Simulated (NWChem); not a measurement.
# AlHBrF; SMILES [F][AlH][Br]

```xyz
4

Al    -0.5472    -1.1053     0.0000
H     -2.0519    -1.5400     0.0000
F      0.6368    -2.2677     0.0000
Br     0.0981     1.0376     0.0000
```
Atoms are numbered in this order, from 1.

Computed with NWChem. Medium grid unless said otherwise, to which SCAN and Minnesota functionals are sensitive. All runs use the structure optimised with PBE0/def2-SVP.

### Question
Among these, which level gives the highest value of “dipole (D)”?
A) B3LYP/def2-TZVP
B) MPW1K/def2-TZVP
C) MN15/def2-TZVP
D) LC-wPBE (HJS exchange hole, range parameter 0.4 per bohr)/def2-TZVP

### Answer
B, MPW1K/def2-TZVP. Values: MN15/def2-TZVP 1.14; B3LYP/def2-TZVP 1.23; LC-wPBE (HJS exchange hole, range parameter 0.4 per bohr)/def2-TZVP 1.24; MPW1K/def2-TZVP 1.29
